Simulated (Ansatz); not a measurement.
Basis-set series for C2H7FSSi, SMILES `CS[SiH2]CF`. Total charge 0; spin multiplicity 1. The geometry is a stationary point of PBE0-D4/def2-TZVP. It is one conformer, not always the lowest.

```xyz
12

C    -1.870   -0.395   -0.767
S    -1.535    0.626    0.701
Si    0.436   -0.012    1.151
C     1.707    0.555   -0.134
F     1.438   -0.022   -1.374
H    -1.776   -1.455   -0.530
H    -2.899   -0.187   -1.059
H    -1.202   -0.136   -1.586
H     0.497   -1.496    1.241
H     0.795    0.615    2.450
H     1.687    1.643   -0.255
H     2.722    0.264    0.161
```

| functional | basis | functions | energy (Eh) | HOMO (eV) | LUMO (eV) |
| --- | --- | --- | --- | --- | --- |
| PBE0-D4 | def2-SVP | 113 | -867.16034 | -6.86 | 0.59 |
| PBE0-D4 | def2-TZVPP | 275 | -867.61636 | -6.95 | 0.20 |
| ωB97M-V | def2-SVP | 113 | -867.48065 | -9.03 | 2.56 |
| ωB97M-V | def2-TZVPP | 275 | -867.94481 | -9.15 | 2.01 |

**Question.** Give the rows for def2-QZVPP. (Best estimate.)

**Answer.** Computed: 
| functional | basis | functions | energy (Eh) | HOMO (eV) | LUMO (eV) |
| --- | --- | --- | --- | --- | --- |
| PBE0-D4 | def2-QZVPP | 521 | -867.64816 | -6.98 | 0.04 |
| ωB97M-V | def2-QZVPP | 521 | -867.97512 | -9.18 | 1.60 |

Positive LUMOs are unbound and depend on the basis.
